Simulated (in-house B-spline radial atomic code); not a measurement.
Atomic self-consistent-field run: neutral europium. Method: scalar-relativistic (X2C) CAM-B3LYP, spin-polarised, spherical fractional occupations, Fermi nucleus of rms radius 5.1115 fm. Calculated with a radial B-spline atomic code at the basis-set limit.

Command:
```bash
python run_scf.py task.json out
```
Settings (nuclear radius in fm, mass in u):
```
Z                63
configuration    [Xe] 4f7 6s2
hamiltonian      x2c
method           camb3lyp
spin_polarised   True
nucleus          fermi
rms_radius       5.1115
atomic_mass      152.92124
speed_of_light   137.035999084
```

Output (hartree, bohr):
```
 radial grid: 77 intervals, B-splines of order 8, outer radius 50 bohr

 iter        energy (Eh)    residual
    1      -10815.303970    6.15e-01
    2      -10818.625090    9.64e-01
    3      -10843.257032    1.64e-01
    4      -10844.135958    6.46e-02
    5      -10844.272984    4.05e-02
    6      -10844.294234    1.01e-02
    7      -10844.299199    4.64e-03
    8      -10844.299940    7.89e-04
    9      -10844.299961    9.47e-05
   10      -10844.299961    9.23e-06
   11      -10844.299961    1.73e-06
   12      -10844.299961    2.97e-07

 total energy                    -10844.29996
 kinetic                           11795.7792
 electron-nucleus                 -26623.2606
 Hartree                            4229.7260
 exact exchange                      -51.1506
 exchange-correlation               -195.3939

 orbital      occ     eigenvalue          <r>       <r^2>       <1/r>       r_max
 1s up      1.000     -1776.7292    0.0216108 0.000645904      75.183     0.01336
 1s down    1.000     -1776.7291    0.0216108 0.000645904      75.183     0.01336
 2s up      1.000      -292.6207    0.0944361   0.0105921     17.3346     0.08041
 2s down    1.000      -292.6190     0.094434   0.0105916     17.3349     0.08041
 2p up      3.000      -261.1314    0.0834717  0.00852182     15.3671     0.06468
 2p down    3.000      -261.1302    0.0834698  0.00852129     15.3673     0.06468
 3s up      1.000       -64.8108     0.249154   0.0710747     6.21622       0.229
 3s down    1.000       -64.7160     0.248926   0.0709398     6.22306      0.2289
 3p up      3.000       -54.9313     0.247544   0.0711297      5.6679      0.2244
 3p down    3.000       -54.8337     0.247254   0.0709553     5.67481      0.2242
 3d up      5.000       -41.4916     0.226058   0.0601068     5.32832      0.1838
 3d down    5.000       -41.4065     0.225655   0.0598667     5.33566      0.1836
 4s up      1.000       -13.1545     0.566542    0.362463     2.56502       0.528
 4s down    1.000       -12.9148     0.566355    0.362217     2.56491      0.5277
 4p up      3.000        -9.8801     0.599464    0.408958     2.31729      0.5506
 4p down    3.000        -9.6330     0.599409    0.408901     2.31641      0.5502
 4d up      5.000        -5.2554     0.655618    0.499187     2.02299      0.5743
 4d down    5.000        -4.9820     0.656299    0.500412     2.01988      0.5737
 5s up      1.000        -1.8377      1.38152     2.15004    0.968368       1.233
 5s down    1.000        -1.7229      1.40698     2.23245    0.946893       1.247
 5p up      3.000        -1.0183      1.62223     2.99871    0.807725       1.398
 5p down    3.000        -0.9315      1.66823     3.17758    0.781998       1.423
 4f up      7.000        -0.2921     0.936023     1.18222      1.4322      0.5935
 6s up      1.000        -0.1836      4.25969      20.688    0.295477       3.568
 6s down    1.000        -0.1753      4.37693     21.8418    0.287409       3.672
```

Time taken, with all properties: 4 s on 1 thread of Arm Neoverse V2, on a shared host.

One-electron X2C: radii and densities carry no picture-change correction, so inner-shell <1/r> comes out high (for 1s by about 2 % at Z = 33, 5 % at 54, 10 % at 75, 30 % at 118) and <r> low.
